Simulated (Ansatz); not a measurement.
Cost and result for the atomization energy of FGeH5Si, SMILES `F[SiH2][GeH3]` (8 atoms, 7 bonds).

```xyz
8

F     1.841    1.351    0.089
Si    1.172   -0.107    0.160
Ge   -1.179    0.077   -0.158
H     1.795   -0.943   -0.898
H     1.492   -0.687    1.490
H    -1.815    0.945    0.939
H    -1.803   -1.328   -0.094
H    -1.501    0.692   -1.528
```

Charge 0, multiplicity 1. Correlated methods include outer-core shells of Ge, which these sets cover unevenly. Scalar relativity is left out up to krypton. Geometry: relaxed with PBE0-D4/def2-TZVP. Program: Ansatz. All runs use 2 threads of a server CPU on a shared host. Times are those of one run each, without the atoms' runs, and a repeat can differ threefold. Electronic energies, without spin–orbit coupling; frozen cores. CCSD(T)/CBS adds CCSD(T) − MP2 in def2-TZVPP to the MP2 limit, and its time is that of the two runs behind it. T1 = 0.012. With those shells the extrapolation isn't a true limit. B3LYP takes the VWN-RPA correlation (the form of Gaussian; ORCA's B3LYP/G). HSE06 is the plane-wave form, built on full-range PBE exchange.

CCSD(T)/CBS is a level of theory with its own doubt, some kJ/mol a heavy atom from the limit and from the frozen cores, so smaller differences don't rank the functionals.

```csv
level,functions,wall time,atomization (kcal/mol),difference from CCSD(T)/CBS,per bond
LDA (SPW92)/def2-TZVPP,191,1 s,630.4,60.6,8.7
revPBE-D4/def2-TZVPP,191,1.6 s,547.9,-21.9,-3.1
BLYP-D4/def2-TZVPP,191,1.6 s,557.2,-12.6,-1.8
PBE0-D4/def2-TZVPP,191,2.1 s,554.9,-14.9,-2.1
HSE06-D4/def2-TZVPP,191,2.5 s,554.9,-14.9,-2.1
B3LYP-D4/def2-TZVPP (with forces),191,3.1 s,562.5,-7.3,-1.0
CCSD(T)/def2-SVP,89,3.1 s,525.8,-44.0,-6.3
r2SCAN-D4/def2-TZVPP (with forces),191,3.4 s,565.7,-4.1,-0.6
PBE-QIDH/def2-TZVPP,191,4.1 s,557.4,-12.4,-1.8
ωB97M-V/def2-TZVPP (with forces),191,7.5 s,563.1,-6.7,-1.0
MP2/def2-QZVPP,366,15 s,562.6,-7.2,-1.0
CCSD(T)/def2-TZVPP,191,46 s,556.8,-13.0,-1.8
CCSD(T)/CBS(def2),–,61 s,569.8,0.0,0.0
```

In def2-TZVPP, CCSD(T) changes the Hartree–Fock value by +130.2 kcal/mol (the triples alone add +5.1 kcal/mol) and MP2 by +128.2 kcal/mol; breaking electron pairs costs correlation energy, which Hartree–Fock lacks. The D4 term adds +5.1 kcal/mol with B3LYP and +2.7 kcal/mol with PBE0; it sums over pairs of atoms, weighted by their polarisabilities, and B3LYP, whose exchange is more repulsive, gets the larger term. From PBE to PBE0 (25 % exact exchange), in def2-TZVPP and without D4, the atomization energy moves by −3.1 kcal/mol: exact exchange takes away binding that semilocal exchange gives to molecules.
